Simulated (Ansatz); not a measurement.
Basis-set extrapolation for C$_{2}$H$_{5}$BOS (PBE0-D4/def2-TZVP geometry, frozen core, Ansatz). Multiplicity 1, RHF reference.

```csv
,def2-TZVPP,def2-QZVPP
HF,-575.773529,-575.792692
MP2 correlation,-0.851182,-0.912769
CCSD(T) correlation,-0.929986,not run
```

Energies in hartree. Use E(X) = E(∞) + A·exp(−7.88·√X) for Hartree–Fock and E(X) = E(∞) + B·X^(−2.97) for correlation, with X = 3 and 4, and add CCSD(T) minus MP2 of the smaller set to the MP2 limit.

What is the CCSD(T) energy at the basis-set limit?

HF limit: -575.792692 + (-0.019163) × 0.13774 = -575.79533. MP2 limit: -0.912769 + (-0.061587) × 0.74074 = -0.95839. Higher-order term: -0.929986 − (-0.851182) = -0.07880. Total: -576.83252 hartree, 338.7 kJ/mol below CCSD(T)/def2-TZVPP.
